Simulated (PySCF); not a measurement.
Compound: C7H13Al.
SMILES with atom numbers: `[CH2:1]1[CH2:2][CH:3]([AlH:4][CH:5]2[CH2:6][CH2:7]2)[CH2:8]1`

Structure used (PBE0-D3(BJ)/def2-SVP), in Å, numbered top down from 1:
```xyz
21
C7H13Al angstrom
C     -2.7286    0.4128   -0.4188
C     -2.3535   -0.6687    0.6086
C     -0.8835   -0.1823    0.5264
Al     0.2896   -1.1530   -0.7239
C      2.1599   -0.6390   -0.8019
C      2.9061   -0.3075    0.4844
C      2.5715    0.7864   -0.4621
C     -1.4268    1.1545   -0.0658
H     -3.6809    0.9490   -0.2869
H     -2.6992    0.0153   -1.4469
H     -2.8015   -0.4569    1.5939
H     -2.5829   -1.7156    0.3494
H     -0.3665   -0.0725    1.4974
H     -0.2935   -2.3073   -1.6625
H      2.7941   -1.1092   -1.5635
H      2.3681   -0.3543    1.4375
H      3.9504   -0.6250    0.5586
H      3.3846    1.2303   -1.0442
H      1.7962    1.5046   -0.1744
H     -1.5934    1.9086    0.7214
H     -0.8812    1.6516   -0.8872
```

Probes without a nucleus sit at each ring's centroid and 1 Å off its mean plane on both sides; NICS is minus the shielding there, NICSzz its component along the normal. Level: GIAO PBE0/pcSseg-1 (PySCF, non-relativistic, gas phase) on the PBE0-D3(BJ)/def2-SVP geometry, one conformer.

Rings: 1. C1–C2–C3–C8; 2. C5–C6–C7.

```csv
set,NICS(0),"NICS(1), two faces","NICS(1)zz, two faces"
P,-43.9,-8.7 / -8.2,-27.0 / -24.7
Q,-1.3,-1.4 / -0.5,4.3 / 3.6
```

Problem. Which set (ppm) belongs to which ring?

Solution. P = 2, Q = 1.
- 1 (4-membered carbocycle; formal bonds all single): mean NICS(1)zz 4.0 ppm, deshielded. C1, C2, C3, C8 have four or more neighbours, so the value isn't read as a sign of a π ring current.
- 2 (3-membered carbocycle; formal bonds all single): mean NICS(1)zz -25.9 ppm, shielded. C5, C6, C7 have four or more neighbours, so the value isn't read as a sign of a π ring current.

Problem. How do the rings differ in shape?

Solution. 
```csv
ring,bond lengths (Å),rms pucker (Å),HOMA,nearest outside atom to a NICS(1) probe (Å)
1,"1.538, 1.551, 1.560, 1.539",0.13,–,hydrogen 1.40
2,"1.524, 1.485, 1.522",0.00,–,hydrogen 1.39
```
